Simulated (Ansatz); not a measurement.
The Ge1–O2 bond of GeO is stretched (multiplicity 1).


Frozen-core correlation. Filled d and f shells under p-block atoms count as core.

Codes used: Ansatz (a program for electronic structure) with Gaussian orbitals. 

Natural occupations of CASSCF(10,8)/cc-pVTZ:

```json
[
 {"R (Å)": "1.632", "occupations": "1.998 1.996 1.968 1.945 1.945 0.057 0.057 0.034"},
 {"R (Å)": "2.857", "occupations": "1.999 1.975 1.713 1.602 1.602 0.407 0.407 0.295"},
 {"R (Å)": "6.530", "occupations": "2.000 2.000 1.966 1.000 1.000 1.000 1.000 0.034"}
]
```

Question: Count the electrons that have left the 5 most occupied orbitals, and the effectively unpaired electrons Σ min(n, 2 − n).

Answer: 
- R = 1.632 Å: 0.15 electrons in the weakly occupied orbitals, 0.30 unpaired
- R = 2.857 Å: 1.11 electrons in the weakly occupied orbitals, 2.22 unpaired
- R = 6.530 Å: 2.03 electrons in the weakly occupied orbitals, 4.07 unpaired
Each bonding pair that breaks into one electron on either fragment adds two; pairs that stay whole add only the little that their own correlation moves into empty orbitals.
